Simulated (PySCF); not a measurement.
C₉H₁₈.
Numbering: `[CH3:1][C@@H:2]([CH:3]1[CH2:4][CH2:5]1)[C:6]([CH3:7])([CH3:8])[CH3:9]` (hydrogens: H10, H11, H12 on C1; H13 on C2; H14 on C3; H15, H16 on C4; H17, H18 on C5; H19, H20, H21 on C7; H22, H23, H24 on C8; H25, H26, H27 on C9)

Cartesian coordinates in Å at the PBE0-D3(BJ)/def2-SVP level; atoms count from 1:
```
atom  x, y, z in Å
C1    -0.4888    1.8024   -1.3024
C2    -0.2041    0.8714   -0.1251
C3    -1.1444   -0.3167   -0.1937
C4    -2.6013   -0.1321    0.1213
C5    -1.7323   -0.9415    1.0361
C6     1.2968    0.4743    0.0113
C7     1.8181   -0.2008   -1.2603
C8     2.1357    1.7256    0.2910
C9     1.4807   -0.4863    1.1897
H10   -0.3444    1.2885   -2.2653
H11    0.1497    2.6973   -1.2985
H12   -1.5352    2.1410   -1.2726
H13   -0.4543    1.4218    0.8025
H14   -0.9369   -1.0058   -1.0206
H15   -2.9221    0.8550    0.4686
H16   -3.3411   -0.6492   -0.4954
H17   -1.4688   -0.5043    2.0032
H18   -1.8626   -2.0267    1.0611
H19    1.7826    0.4738   -2.1290
H20    1.2412   -1.1054   -1.5078
H21    2.8670   -0.5084   -1.1264
H22    1.7883    2.2396    1.2018
H23    3.1921    1.4543    0.4432
H24    2.1003    2.4469   -0.5386
H25    2.5506   -0.6967    1.3468
H26    1.0854   -0.0541    2.1227
H27    0.9696   -1.4448    1.0218
```

Method: PySCF 2.14.0, PBE0-D3(BJ)/def2-SVP geometry optimisation, gas phase.

Masses are those of the commonest isotopes; rigid-rotor values at the optimised geometry. The values belong to one conformer with, in the numbering `[CH3:1][C@@H:2]([CH:3]1[CH2:4][CH2:5]1)[C:6]([CH3:7])([CH3:8])[CH3:9]`, C1–C2–C3–C4 -72°.

Q: What are A, B and C (MHz)?

A: Ia = 214.86, Ib = 429.35, Ic = 511.48 u·Å²; 505379 MHz·u·Å²/I gives A = 2352, B = 1177, C = 988.1 MHz.

Q: What kind of rotor is it?

A: An asymmetric top. Ray's parameter κ = (2B − A − C)/(A − C) = -0.723; −1 is the prolate and +1 the oblate limit.

Q: What does the inertial defect say?

A: Not planar: Δ = Ic − Ia − Ib = -132.72 u·Å². For a rigid frame Δ = −2 Σ m c², so Σ m c² = 66.36 u·Å² lies off the ab plane: 26.18 from hydrogen and 40.18 from heavier atoms. The atom farthest from that plane is 2.16 Å away.

Q: Give the other two planar moments, Paa and Pbb, and the rms extents of the mass along the axes.

A: Paa = Σ m a² = (Ib + Ic − Ia)/2 = 362.98 and Pbb = Σ m b² = (Ia + Ic − Ib)/2 = 148.50 u·Å². With the mass M = 126.14 u, the rms extents √(P/M) along a, b and c are 1.70, 1.09, 0.73 Å.

The dipole components are |μa| = 0.01 D, |μb| = 0.02 D, |μc| = 0.07 D.

Q: Estimate the classical rotational partition function at 25 K, 100 K and 298.15 K.

A: Point group C1, symmetry number σ = 1; q = (√π/σ)·√((kT/h)³/(ABC)), k/h = 20836.6 MHz/K: 12700 at 25 K, 102000 at 100 K, 525000 at 298.15 K.

Stationary, but not proved a minimum. No vibrational averaging or centrifugal distortion is included, and the geometry carries the error of its method. A rigid rotor knows nothing of internal rotation, which can split or shift real lines.
